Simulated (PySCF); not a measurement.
BaF, SMILES [Ba+][F], charge +1.

Coordinates come from a PBE0-D3(BJ)/def2-TZVPD optimisation. The spin state was assumed, not searched. The def2 effective core potentials stand for the cores of Ba; spin–orbit coupling is left out.

Two levels are set side by side: PBE/def2-TZVPD (PySCF) and CAM-B3LYP/def2-TZVPD (PySCF). Same geometry, gas phase. Differences are taken from unrounded values.

```tsv
quantity	CAM-B3LYP	PBE	PBE minus CAM-B3LYP
orbital gap (eV)	10.19	5.92	-4.27
highest occupied level (eV)	-15.69	-12.57	3.12
lowest empty level (eV)	-5.50	-6.65	-1.15
mean polarisability (bohr³)	20.4	22.1	1.6
```

PBE's occupied levels lie high since its potential decays too fast outside the molecule; exact exchange lowers them and widens the gap. PBE's more diffuse valence density responds more strongly to a field. Differences between two approximate levels are no errors against the true value.

Rough cost on one machine, each run with all the roots and properties that it gave: CAM-B3LYP against PBE within a factor of 2.
